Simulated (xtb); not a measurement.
xtb input file for Br2Co, SMILES [Br][Co+][Br] (connectivity only; charge and spin as stated), charge +1, multiplicity 5, GFN2-xTB. 

```
$ xtb mol.xyz --gfn 2 --sp --chrg 1 --uhf 4 --json
$ cat mol.xyz
3

Co     0.00000000    -0.00000000    -0.57602126
Br    -0.00000000     2.00358341     0.22217963
Br    -0.00000000    -2.00358341     0.22217963
```

Program output:

```
[banner left out]
          |                Calculation Setup                |
           -------------------------------------------------



           -------------------------------------------------
          |                 G F N 2 - x T B                 |
           -------------------------------------------------

        Reference                      10.1021/acs.jctc.8b01176
      * Hamiltonian:
        H0-scaling (s, p, d)           1.850000    2.230000    2.230000
        zeta-weighting                 0.500000
      * Dispersion:
        s8                             2.700000
        a1                             0.520000
        a2                             5.000000
        s9                             5.000000
      * Repulsion:
        kExp                           1.500000    1.000000
        rExp                           1.000000
      * Coulomb:
        alpha                          2.000000
        third order                    shell-resolved
        anisotropic                    true
        a3                             3.000000
        a5                             4.000000
        cn-shift                       1.200000
        cn-exp                         4.000000
        max-rad                        5.000000


          ...................................................
          :                      SETUP                      :
          :.................................................:
          :  # basis functions                  30          :
          :  # atomic orbitals                  27          :
          :  # shells                            9          :
          :  # electrons                        22          :
          :  max. iterations                   250          :
          :  Hamiltonian                  GFN2-xTB          :
          :  restarted?                      false          :
          :  GBSA solvation                  false          :
          :  PC potential                    false          :
          :  electronic temp.          300.0000000     K    :
          :  accuracy                    1.0000000          :
          :  -> integral cutoff          0.2500000E+02      :
          :  -> integral neglect         0.1000000E-07      :
          :  -> SCF convergence          0.1000000E-05 Eh   :
          :  -> wf. convergence          0.1000000E-03 e    :
          :  Broyden damping             0.4000000          :
          :  net charge                          1          :
          :  unpaired electrons                  4          :
          ...................................................

 iter      E             dE          RMSdq      gap      omega  full diag
   1    -11.2883703 -0.112884E+02  0.143E+01    7.78       0.0  T
   2    -11.2890323 -0.661997E-03  0.765E+00    7.74       1.0  T
   3    -11.1983587  0.906736E-01  0.842E+00    7.68       1.0  T
   4    -11.2830694 -0.847107E-01  0.228E+00    7.70       1.0  T
   5    -11.2887610 -0.569165E-02  0.126E+00    7.72       1.0  T
   6    -11.2896081 -0.847051E-03  0.598E-01    7.72       1.0  T
   7    -11.2897418 -0.133690E-03  0.348E-01    7.72       1.0  T
   8    -11.2897727 -0.309189E-04  0.349E-01    7.73       1.0  T
   9    -11.2899466 -0.173925E-03  0.150E-01    7.73       1.0  T
  10    -11.2899578 -0.112313E-04  0.122E-01    7.73       1.0  T
  11    -11.2899572  0.657197E-06  0.106E-01    7.73       1.0  T
  12    -11.2899587 -0.148223E-05  0.849E-02    7.73       1.0  T
  13    -11.2899603 -0.159496E-05  0.595E-02    7.73       1.0  T
  14    -11.2899610 -0.773223E-06  0.448E-02    7.73       1.3  T
  15    -11.2899615 -0.439978E-06  0.334E-02    7.73       1.7  T
  16    -11.2899617 -0.225581E-06  0.250E-02    7.73       2.3  T
  17    -11.2899619 -0.229631E-06  0.104E-02    7.73       5.6  T
  18    -11.2899620 -0.401722E-07  0.589E-04    7.73      98.1  T
  19    -11.2899620 -0.165237E-10  0.343E-05    7.73    1684.9  T

   *** convergence criteria satisfied after 19 iterations ***

         #    Occupation            Energy/Eh            Energy/eV
      -------------------------------------------------------------
         1        2.0000           -1.0600585             -28.8457
       ...           ...                  ...                  ...
         7        2.0000           -0.6861055             -18.6699
         8        1.9932           -0.6737502             -18.3337
         9        1.7584           -0.6700951             -18.2342
        10        1.2483           -0.6679559             -18.1760
        11        1.0001           -0.6599801             -17.9590
        12        1.0000           -0.6506073             -17.7039
        13        1.0000           -0.6409562             -17.4413 (HOMO)
        14                         -0.3568885              -9.7114 (LUMO)
        15                         -0.2600966              -7.0776
        16                         -0.2152742              -5.8579
        17                         -0.2108944              -5.7387
        18                         -0.2107903              -5.7359
       ...                                ...                  ...
        27                          2.2829478              62.1222
      -------------------------------------------------------------
                  HL-Gap            0.2840677 Eh            7.7299 eV
             Fermi-level           -0.5839654 Eh          -15.8905 eV

 SCC (total)                   0 d,  0 h,  0 min,  0.009 sec
 SCC setup                      ...        0 min,  0.000 sec (  1.827%)
 Dispersion                     ...        0 min,  0.000 sec (  1.198%)
 classical contributions        ...        0 min,  0.000 sec (  0.306%)
 integral evaluation            ...        0 min,  0.001 sec ( 16.247%)
 iterations                     ...        0 min,  0.005 sec ( 59.794%)
 molecular gradient             ...        0 min,  0.002 sec ( 18.681%)
 printout                       ...        0 min,  0.000 sec (  1.640%)

         :::::::::::::::::::::::::::::::::::::::::::::::::::::
         ::                     SUMMARY                     ::
         :::::::::::::::::::::::::::::::::::::::::::::::::::::
         :: total energy             -11.277156891555 Eh    ::
         :: gradient norm              0.000135305516 Eh/a0 ::
         :: HOMO-LUMO gap              7.729874243981 eV    ::
         ::.................................................::
         :: SCC energy               -11.289962002188 Eh    ::
         :: -> isotropic ES            0.113611315392 Eh    ::
         :: -> anisotropic ES          0.002063578806 Eh    ::
         :: -> anisotropic XC         -0.001097919142 Eh    ::
         :: -> dispersion             -0.002041364406 Eh    ::
         :: repulsion energy           0.012805110633 Eh    ::
         :: add. restraining           0.000000000000 Eh    ::
         :: total charge               1.000000000000 e     ::
         :::::::::::::::::::::::::::::::::::::::::::::::::::::

           -------------------------------------------------
          |                Property Printout                |
           -------------------------------------------------

    * Orbital Energies and Occupations

         #    Occupation            Energy/Eh            Energy/eV
      -------------------------------------------------------------
         1        2.0000           -1.0600585             -28.8457
         2        2.0000           -1.0571146             -28.7656
         3        2.0000           -0.7214338             -19.6312
         4        2.0000           -0.6935580             -18.8727
         5        2.0000           -0.6882957             -18.7295
         6        2.0000           -0.6868003             -18.6888
Note: The following floating-point exceptions are signalling: IEEE_DENORMAL
normal termination of xtb
         7        2.0000           -0.6861055             -18.6699
         8        1.9932           -0.6737502             -18.3337
         9        1.7584           -0.6700951             -18.2342
        10        1.2483           -0.6679559             -18.1760
        11        1.0001           -0.6599801             -17.9590
        12        1.0000           -0.6506073             -17.7039
        13        1.0000           -0.6409562             -17.4413 (HOMO)
        14                         -0.3568885              -9.7114 (LUMO)
        15                         -0.2600966              -7.0776
        16                         -0.2152742              -5.8579
        17                         -0.2108944              -5.7387
        18                         -0.2107903              -5.7359
        19                         -0.2087829              -5.6813
        20                         -0.2086538              -5.6778
        21                         -0.2080318              -5.6608
        22                         -0.1723797              -4.6907
        23                         -0.1708835              -4.6500
        24                         -0.1038197              -2.8251
       ...                                ...                  ...
        27                          2.2829478              62.1222
      -------------------------------------------------------------
                  HL-Gap            0.2840677 Eh            7.7299 eV
             Fermi-level           -0.5839654 Eh          -15.8905 eV

     #   Z          covCN         q      C6AA      α(0)
     1  27 Co       1.653     0.652   125.122    24.048
     2  35 Br       0.827     0.174   180.021    21.632
     3  35 Br       0.827     0.174   180.021    21.632

 Mol. C6AA /au·bohr⁶  :       1428.974073
 Mol. C8AA /au·bohr⁸  :     100058.491056
 Mol. α(0) /au        :         67.312554


Wiberg/Mayer (AO) data.
largest (>0.10) Wiberg bond orders for each atom

 ---------------------------------------------------------------------------
     #   Z sym  total        # sym  WBO       # sym  WBO       # sym  WBO
 ---------------------------------------------------------------------------
     1  27 Co   3.172 --     3 Br   1.586     2 Br   1.586
     2  35 Br   1.724 --     1 Co   1.586     3 Br   0.138
     3  35 Br   1.724 --     1 Co   1.586     2 Br   0.138
 ---------------------------------------------------------------------------

Topologies differ in total number of bonds
Writing topology from bond orders to xtbtopo.mol

molecular dipole:
                 x           y           z       tot (Debye)
 q only:        0.000      -0.000      -0.564
   full:       -0.000      -0.000      -1.477       3.754
molecular quadrupole (traceless):
                xx          xy          yy          xz          yz          zz
 q only:       -2.911       0.000       4.572       0.000      -0.000      -1.661
  q+dip:       -1.150      -0.000      -0.541      -0.000      -0.000       1.691
   full:       -0.132      -0.000      -2.277      -0.000      -0.000       2.409


           -------------------------------------------------
          | TOTAL ENERGY              -11.277156891555 Eh   |
          | GRADIENT NORM               0.000135305516 Eh/α |
          | HOMO-LUMO GAP               7.729874243981 eV   |
           -------------------------------------------------

------------------------------------------------------------------------
------------------------------------------------------------------------
 total:
 SCF:
```

Self-consistency was reached.
